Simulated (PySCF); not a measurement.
**BP86 on C³⁺ (carbon, charge +3)**

Configuration: [He] 2s1, 2S determinant. Calculation: PySCF 2.14, in x2c-TZVPall; the spin-free X2C one-electron Hamiltonian (Gaussian nucleus).

```json
{"Total energy": "-34.7871 hartree", "One-electron energy": "-40.1441 hartree", "Hartree (Coulomb) energy": "9.3585 hartree", "Exchange-correlation energy": "-4.0016 hartree", "⟨S²⟩": "0.7500", "⟨L²⟩": "0.000", "Sum of ⟨r⟩": "1.809 bohr", "Sum of ⟨r²⟩": "2.085 bohr²", "Langevin diamagnetic susceptibility": "-1.65 ×10⁻⁶ cm³/mol", "Time after the integrals": "0.05 s of wall time on 1 thread of Neoverse-V1 (shared host)"}
```

```json
{"shell": "1s α", "electrons": "1", "mean orbital energy (hartree)": "-12.21630", "rms radius, mean of both spins (bohr)": "0.312"}
{"shell": "1s β", "electrons": "1", "mean orbital energy (hartree)": "-12.18133", "rms radius, mean of both spins (bohr)": "0.312"}
{"shell": "2s α", "electrons": "1", "mean orbital energy (hartree)": "-2.11999", "rms radius, mean of both spins (bohr)": "1.37"}
```
